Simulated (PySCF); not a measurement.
Ionisation of fluorogermane

Molecule: fluorogermane, `[F][GeH3]` (FGeH3). Atom numbers as in the mapped SMILES `[F:1][GeH3:2]`.

Computed at ωB97X-D3(BJ)/ma-def2-TZVP // PBE0-D3(BJ)/def2-SVP with PySCF (density fitting, grid level 2). The prefix ma- adds one diffuse s and one diffuse p function on all atoms but H. ωB97X-D3(BJ) is ωB97X-V with D3(BJ) in place of VV10. Zero-point and thermal terms (298.15 K, 1 bar) come from unscaled PBE0-D3(BJ)/def2-SVP harmonic frequencies, with soft modes damped to free rotors in the entropy.

Frontier levels of the parent: HOMO -12.26 eV, LUMO 0.98 eV.

Oxidation to the radical cation:
```
Vertical ionisation energy (electronic)              : 12.61 eV
Adiabatic ionisation energy (with zero-point energy) : 11.68 eV
Adiabatic, electronic part                           : 11.82 eV
Vertical gap at the product's structure              : 10.40 eV
Inner reorganisation energy (four-point)             : 2212 meV
Relaxation of product / of parent                    : 786 / 1426 meV
⟨S²⟩ of the product                                  : 0.759
Largest spin populations                             : H (on Ge2) 0.37, H (on Ge2) 0.37, Ge2 0.21
Largest changes of atomic charge                     : Ge2 0.27, H (on Ge2) 0.23, H (on Ge2) 0.23, H (on Ge2) 0.14
Distances that move most (Å)                         : Ge2–H 1.536 → 1.640; Ge2–H 1.536 → 1.640; F1–Ge2 1.744 → 1.692; Ge2–H 1.536 → 1.516
Potential in DMF                                     : 8.75 V absolute, 4.21 V against Fc+/Fc computed at 4.54 V (solvation -11 → -288 kJ/mol)
```

Solvents are IEF-PCM continua (electrostatics only, gas-phase structures); absolute potentials refer to an electron at rest in vacuum. Fc+/Fc in DMF, 4.54 V, is ωB97X-D3(BJ)/ma-def2-TZVP on PBE0-D3(BJ)/def2-SVP structures with GFN2-xTB thermal terms. Benchmark calculations put it near 5.0 V in acetonitrile and DMSO, so it is about 0.5 V low, and the value against it can read up to that much too high.

Measured values (NIST Chemistry WebBook, evaluated or the median of agreeing entries): vertical ionisation energy 12.30 eV (computed 12.61, difference 0.31).

Note: spin-orbit coupling is left out of the energies, which matters for open shells on the heavier atoms; atoms from Ga to Kr are treated without relativity.

Structures, frequencies and single points took 63 s of wall time on 1 thread of Arm Neoverse V2 (shared host), launched as `OMP_NUM_THREADS=1 python redox_run.py task.json out`.
